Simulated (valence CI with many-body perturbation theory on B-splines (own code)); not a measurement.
**Cu²³⁺: key properties**

Calculated by relativistic CI+MBPT: four valence electrons over a frozen Dirac-Fock core [He], radial functions for each j: 9 s, 9 p, 8 d, 6 f, 3 g, 1 h, with the one-electron correlation potential Σ1 (screened to all orders), the two-electron term Σ2, the three-electron term Σ3, Breit, model QED; selected single and double excitations, second order for the rest, scaled by the run's own slope (own B-spline code, finite nucleus).

No measured levels were compared; by estimate levels of excited configurations hold to 0.05 to 0.15 % of their energy, terms of the ground configuration to about 0.5 %. Among the levels kept, up to 450 cm⁻¹ of a level comes from second order outside the variational space, and about a tenth of that is noise between levels of different J, which matters for small intervals.

Names give the largest LS component (configuration and term), which can be under half, so a name can repeat, a term be missing and a line seem to break the LS rules; names also repeat where a configuration has a term twice.

Rates and lifetimes use the calculated energies. Strong lines usually hold to 10 to 20 %, long lifetimes can be off by a factor of two.

Problem. What is the ground level?

Solution. 2s²2p² ³P_0, composition 86 % 2s²2p² ³P + 13 % 2s²2p² ¹S.

Problem. What are the static dipole polarisabilities of the lowest levels?

Solution. 2s²2p² ³P_0 0.00729; 2s²2p² ³P_1 0.00787 (tensor 0.00039); 2s²2p² ³P_2 0.00757 (tensor 0.00026) bohr³, of which the core gives 1.28e-05.

Problem. How is the term ³P of the ground level split?

Solution. J = 0 at 0.0, J = 1 at 16.4, J = 2 at 23.4 eV.

Problem. Where does the other parity begin?

Solution. At 2s2p³ ⁵S°_2, 79.7 eV.

Problem. What is the ionisation energy?

Solution. 2182.5 eV; NIST lists 2179.4 ± 1.5 eV (semi-empirical).

Problem. Name the longest-lived excited levels whose lifetime is computed, and their main decay.

Solution. 2s²2p² ³P_2 at 23.4 eV lives 627 μs, mostly by M1 to 2s²2p² ³P_1; 2s²2p² ³P_1 at 16.4 eV lives 27.9 μs, mostly by M1 to 2s²2p² ³P_0; 2s²2p² ¹D_2 at 46.3 eV lives 8.07 μs, mostly by M1 to 2s²2p² ³P_1.

Problem. How well does LS coupling describe the low levels?

Solution. Among the lowest 20 levels the leading LS term, summed over configurations, holds 82 % on average. For single configurations the figures are 81 % in LS and 80 % in jj coupling. Terms mix most in the J = 2 level at 148.3 eV, where the leading one holds 59 %.
